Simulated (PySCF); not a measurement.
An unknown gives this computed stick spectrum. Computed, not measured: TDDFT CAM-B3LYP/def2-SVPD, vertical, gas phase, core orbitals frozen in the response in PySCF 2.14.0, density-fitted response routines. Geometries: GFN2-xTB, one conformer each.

| state | E (eV) | λ (nm) | f |
| --- | --- | --- | --- |
| S1 | 6.35 | 195.3 | 0.322 |
| S2 | 6.51 | 190.4 | 0.025 |
| S3 | 6.77 | 183.2 | 0.021 |
| S4 | 6.81 | 182.1 | 0.106 |
| S5 | 7.00 | 177.1 | 0.0024 |
| S6 | 7.05 | 175.8 | 0.019 |
| S7 | 7.09 | 174.8 | 0.058 |
| S8 | 7.47 | 166.0 | 0.081 |

Triplets computed (Tamm–Dancoff): 4.35, 5.17, 6.30 eV.

Orbital energies (eV): HOMO-3 -11.14, HOMO-2 -9.76, HOMO-1 -8.59, HOMO -7.97, LUMO 1.03, LUMO+1 1.49, LUMO+2 1.72.

Question: Which structure fits? All have the formula C5H10Si.
A. `C(C1C[SiH2]C1)=C`
B. `C=CC(=C)C[SiH3]`
C. `C=CC[SiH]1CC1`
D. `C[SiH]1CC=CC1`

Answer: C. Its S1 lies at 6.35 eV; the nearest of the others has S1 at 6.70 eV. S1 is HOMO→LUMO (88%). Löwdin shares by element: HOMO carbon 50% or more, silicon 27% (atoms not listed hold the other 23%); LUMO carbon 49% or more, silicon 15% (atoms not listed hold the other 37%). At the same level the other candidates give, for their lowest levels:
- `C=CC1C[SiH2]C1`: 6.96 eV (f 0.009); 7.22 eV (f 0.541); 7.27 eV (f 0.033); 7.31 eV (f 0.057); 7.58 eV (f 0.019); T1 4.50 eV; HOMO -8.67, LUMO 0.97 eV
- `C[SiH]1CC=CC1`: 6.70 eV (f 0.006); 7.21 eV (f 0.186); 7.53 eV (f 0.015); 7.56 eV (f 0.011); 7.58 eV (f 0.001); T1 4.48 eV; HOMO -8.26, LUMO 1.35 eV
- `C=CC(=C)C[SiH3]`: 5.68 eV (f 0.474); 6.45 eV (f 0.002); 6.92 eV (f 0.049); 7.07 eV (f 0.013); 7.22 eV (f 0.045); T1 3.21 eV; HOMO -7.91, LUMO 0.17 eV

Shape of the structure used: `[CH2:1]=[CH:2][CH2:3][SiH:4]1[CH2:5][CH2:6]1`: C1–C2–C3–Si4 106°, C2–C3–Si4–C5 151°.
